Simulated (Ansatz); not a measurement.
Born–Oppenheimer molecular dynamics of C$_{2}$H$_{7}$ClGaN (12 atoms, charge 0, multiplicity 1). It starts at the highest image of a converged band. Of that band: The profile has 2 maxima (images 2, 4) with wells between them (image 3): this band takes more than one step, which may be the mechanism or a detour left from its start path. Neighbouring images differ by up to 2.7 eV, so the band resolves the path poorly. A vibrational analysis at the climbing image gives one clearly imaginary mode, 1494i cm⁻¹: a first-order saddle point.

The calculation used Ansatz 0.2.0, RKS PBE0-D4/def2-SVP.

```
ensemble                      : NVE (velocity Verlet)
time step                     : 0.5 fs
steps asked                   : 200
starting velocities drawn for : 300 K
seed                          : 2832
```

First frame:

```xyz
12
Properties=species:S:1:pos:R:3
Ga -0.959 0.281 1.106
N 0.731 -0.323 0.158
C 0.588 -1.305 -0.901
C -0.574 1.926 0.246
H 0.407 0.854 -0.220
Cl -2.169 -1.372 1.759
H 1.598 -0.453 0.678
H -0.261 -1.021 -1.547
H 1.482 -1.349 -1.545
H 0.382 -2.321 -0.523
H -1.387 2.596 -0.065
H 0.162 2.486 0.855
```

**Question.** How far do the bonds stretch over the last three quarters of this one trajectory? (Pairs bonded in most of those frames.)

**Answer.** 
```csv
bond,mean (Å),spread (Å),shortest,longest
Ga1–N2,1.859,0.077,1.71,2.00
Ga1–C4,2.044,0.122,1.84,2.22
Ga1–Cl6,2.213,0.027,2.17,2.25
N2–C3,1.461,0.024,1.42,1.50
N2–H7,1.022,0.008,1.01,1.04
C3–H8,1.107,0.017,1.08,1.14
C3–H9,1.105,0.011,1.08,1.12
C3–H10,1.111,0.025,1.07,1.15
C4–H5,1.135,0.102,0.98,1.29
C4–H11,1.111,0.031,1.03,1.18
C4–H12,1.107,0.040,1.03,1.18
```

Mean temperature of the second half: 1409 K. The conserved energy stayed within 0.49 meV per atom of its start (net change -0.022 meV per atom), so the integration is sound. The kinetic energy rose, since the run started high on the potential surface and went downhill. A run of 0.1 ps of so small a system gives no equilibrium averages. The orbitals stay closed-shell, which can raise the energy where a bond breaks towards radicals; this wasn't checked here.

Run time: 14 min on 4 threads of Arm Neoverse N1, with other jobs on the host, peak memory 0.36 GiB.
